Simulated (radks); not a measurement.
Ionisation of the rubidium ion Rb3+, [Ar] 3d10 4s2 4p4, to [Ar] 3d10 4s2 4p3 as the strength of local exchange is varied. All-electron calculation, scalar-relativistic Kohn-Sham, Slater X-alpha exchange (alpha = 2/3 is LDA exchange), no correlation, spin-unpolarised, spherical densities, finite nucleus; Fermi nuclear charge, rms radius 4.2036 fm. Program: a radial shooting solver on a logarithmic mesh with Libxc functionals.

| alpha | E(Rb3+) (hartree) | exchange (hartree) | IE (eV) | -e of the level emptied (eV) | <r> of it (bohr) |
|---|---|---|---|---|---|
| 0.556 | -2956.36088 | -76.96772 | 50.095 | 43.332 (4p) | 1.603 |
| 0.667 | -2971.78251 | -92.77476 | 52.221 | 45.388 (4p) | 1.578 |
| 0.71 | -2977.77642 | -98.93759 | 53.056 | 46.197 (4p) | 1.568 |
| 0.721 | -2979.31151 | -100.51766 | 53.271 | 46.406 (4p) | 1.566 |
| 0.769 | -2986.01857 | -107.42935 | 54.213 | 47.319 (4p) | 1.555 |
| 0.781 | -2987.69748 | -109.16155 | 54.450 | 47.549 (4p) | 1.552 |
| 0.839 | -2995.82433 | -117.55797 | 55.602 | 48.668 (4p) | 1.540 |
| 1.037 | -3023.71880 | -146.52259 | 59.626 | 52.583 (4p) | 1.500 |

NIST Atomic Spectra Database: 52.2 +/- 0.25 eV (semi-empirical). The Delta-SCF value meets it near alpha = 0.67. Spin polarisation and multiplet splitting are left out, so open shells lie too high by an amount that depends on their filling.

Beside tabulated values, note that spin-unpolarised runs miss the spin-polarisation part of the exchange energy of open shells.
